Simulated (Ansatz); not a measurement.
`[F][Ge]([F])([SiH3])[Cl]` + `N[SiH2]F` → `F[SiH2]N[SiH3]` + `[F][GeH]([F])[Cl]` at 600 K and 1 bar (cleavage of the Si–Ge bond).

Gas-phase electronic energies from Ansatz, PBE0-D4/def2-TZVP geometries. CCSD(T)/CBS is the MP2 limit (def2-TZVPP, def2-QZVPP) plus CCSD(T) − MP2 in def2-TZVPP, frozen cores. This one scheme is used for every species. For Ge outer-core shells are correlated without core-valence functions, which leaves a few kJ/mol of doubt a bond. Scalar relativity is left out up to krypton. Each species was taken in one conformer, which may not be the lowest.

| species | CCSD(T)/CBS energy (Eh) | H − E (kJ/mol) | S (J/(mol·K)) |
| --- | --- | --- | --- |
| `[F][Ge]([F])([SiH3])[Cl]` | -3026.48035 | 146.0 | 473.5 |
| `N[SiH2]F` | -446.07709 | 163.0 | 343.3 |
| `F[SiH2]N[SiH3]` | -736.37696 | 222.4 | 429.5 |
| `[F][GeH]([F])[Cl]` | -2736.19042 | 79.1 | 374.4 |

H − E and S are ideal-gas, rigid-rotor, harmonic terms from PBE0-D4/def2-TZVP, for one conformer and one mirror image of each species. 1 Eh = 2625.50 kJ/mol, R = 8.31446 J/(mol·K).

**Question.** By hand: ΔE, ΔH, ΔS and ΔG.

**Answer.** ΔE = (-736.37696) + (-2736.19042) − (-3026.48035) − (-446.07709) = -0.00994 Eh = -26.1 kJ/mol. Δ(H − E) = 222.4 + 79.1 − 146.0 − 163.0 = -7.5, so ΔH = -33.6 kJ/mol. ΔS = 429.5 + 374.4 − 473.5 − 343.3 = -12.9 J/(mol·K). ΔG = -33.6 − 600 × (-12.9)/1000 = -25.9 kJ/mol.

**Question.** By hand: the equilibrium constant, and the temperature at which ΔG would vanish if ΔH and ΔS stayed fixed.

**Answer.** log₁₀ K = −ΔG/(RT ln 10) = 2.3. ΔG = 0 at ΔH/ΔS = 2605 K, far beyond where these terms or the molecules hold.

The number of gas molecules stays the same, so ΔS is small and ΔH decides. A doubt of 5 kJ/mol in ΔE shifts log₁₀ K by 0.4 here. Other conformers and mirror images would add mixing entropy, several J/(mol·K) or more a flexible species. These are equilibria of isolated gas molecules and say nothing of rates. Largest T1 diagnostic: 0.012 (customary marks: 0.02 for closed shells, 0.045 for open ones).
